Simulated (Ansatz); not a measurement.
Computed with Ansatz on PBE0-D4/def2-TZVP structures; ΔE is electronic, products minus reactants. CCSD(T)/CBS adds triple-zeta CCSD(T) − MP2 to the extrapolated MP2 energy (def2 sets, frozen cores). Functionals use def2-TZVPP. def2 core potentials past Kr. For In outer-core shells are correlated without core-valence functions, which leaves a few kJ/mol of doubt a bond. One conformer a species, not always the lowest.

`C[O][InH][Cl]` + `N[SiH](S)Cl` → `CN[SiH](S)Cl` + `[OH][InH][Cl]`  (substitution at a C–O bond)

```csv
species,r2SCAN-D4 energy (Eh)
`C[O][InH][Cl]`,-766.15879
`N[SiH](S)Cl`,-1205.11586
`CN[SiH](S)Cl`,-1244.40503
`[OH][InH][Cl]`,-726.87775
```

Task: Work out ΔE.

Result: ΔE = (-1244.40503) + (-726.87775) − (-766.15879) − (-1205.11586) = -0.00813 Eh = -21.3 kJ/mol. CCSD(T)/CBS gives -23.9 kJ/mol.

Largest T1 diagnostic among the species: 0.016.

In def2-TZVPP, CCSD(T) changes the Hartree–Fock value by −6.0 kJ/mol (the triples alone add −0.3 kJ/mol) and MP2 by −9.6 kJ/mol.
